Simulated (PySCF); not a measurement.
Compound: C5H11GeN.
Atom-mapped SMILES: `[CH3:1][C:2]#[C:3][CH2:4][N:5]([CH3:6])[GeH3:7]`

A calculation gives these core lines: C 1s: 289.77 (area 1), 289.93 (area 1), 291.20 (area 1), 291.46 (area 1), 291.92 (area 1) eV; N 1s: 403.98 eV.

Method used: delta-SCF UKS SCAN, pcX-2 on the ionised atom, pcseg-1 elsewhere, spin-free X2C (PySCF 2.14.0). The structure is a single PBE0-D3(BJ)/def2-SVP conformer in the gas phase; no vibrational or solvent corrections.

(1) Which carbon gives which C 1s line?

Results:

(1) 289.77 eV: C3 (alkyne carbon); 289.93 eV: C2 (alkyne carbon); 291.20 eV: C6 (N-methyl carbon); 291.46 eV: C1 (propargylic carbon); 291.92 eV: C4 (sp3 carbon bound to nitrogen). The listed C 1s values span 2.15 eV, from C3 (bonded to C (triple bond) and C) to C4 (bonded to N, C and 2 H). Summing the Pauling electronegativity differences to the bonded atoms, each weighted by its formal bond order, gives 0.00 for the lowest site and -0.21 for the highest; the largest sum, 0.00, belongs to C2, 1.99 eV below the top. The smallest sum, -1.05, belongs to C1, 1.69 eV above the lowest.

Bonded neighbours of each site: C1: C and 3 H; C2: C (triple bond) and C; C3: C (triple bond) and C; C4: N, C and 2 H; N5: 2 C and Ge; C6: N and 3 H.

Problem. What is the C 1s shift of C1 against C2?

Solution. 291.46 − 289.93 = +1.53 eV, or +148 kJ/mol.

No level of germanium is listed.

Shape of the structure used: `[CH3:1][C:2]#[C:3][CH2:4][N:5]([CH3:6])[GeH3:7]`: C3–C4–N5–C6 -65°.
